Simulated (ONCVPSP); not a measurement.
# Which change was made? (C, ONCV)

* Element: carbon (C)
* Generator: ONCVPSP 4.0.1
* Type: optimised norm-conserving Vanderbilt (ONCV)
* Functional: LDA (Perdew-Wang 92)
* Relativity: non-relativistic
* Frozen core: [He]
* Valence charge: 4
* Reference configuration: 2s2 2p2
* Partial waves: 2s: rc 1.05 bohr, ncon 3, nbas 6, qcut 6.1 1/bohr, 3 projectors, debl 3.5 Ha; 2p: rc 2.65 bohr, ncon 4, nbas 7, qcut 4.9 1/bohr, 2 projectors, debl 3.6 Ha
* Local potential: polynomial inside 0.85 bohr (lpopt 5, dvloc0 6 Ha)
* Core correction: none

Cutoffs, loose and tight: the cutoffs (Ha) at which the residual kinetic energy of the hardest occupied pseudo-wave falls to 1 and 0.1 mHa per electron. They do not see the model core or the augmentation charge, which bear on the density cutoff. Test errors are all-electron minus pseudo excitation energies from the reference, over the configurations 2s2 2p1; 2s2 2p0; 2s1 2p0; 2s2 2p1.5; variants that change the core or the reference have their own tests.

The base gives: outcome: generated; cutoff, loose: 18 Ha; cutoff, tight: 67 Ha; bound ghosts: none; GHOST(+) flags above zero: s; largest test error (meV): +1785.

Problem. After one change the result is: outcome: generated; cutoff, loose: 52 Ha; cutoff, tight: 84 Ha; bound ghosts: none; GHOST(+) flags above zero: s; largest test error (meV): +2446. Which change was it?
A. all radii scaled by about 1.11 (s 1.16, p 2.94 bohr); local potential polynomial inside 0.94 bohr (lpopt 5, dvloc0 6 Ha)
B. s: qcut 4.8; p: qcut 3.8
C. s: rc 1.44

Solution. B. The others give: s: rc 1.44 → outcome: generated; cutoff, loose: 13 Ha; cutoff, tight: 17 Ha; bound ghosts: none; GHOST(+) flags above zero: none; largest test error (meV): +1769 | all radii scaled by about 1.11 (s 1.16, p 2.94 bohr); local potential polynomial inside 0.94 bohr (lpopt 5, dvloc0 6 Ha) → outcome: generated; cutoff, loose: 17 Ha; cutoff, tight: 52 Ha; bound ghosts: none; GHOST(+) flags above zero: none; largest test error (meV): +2242.
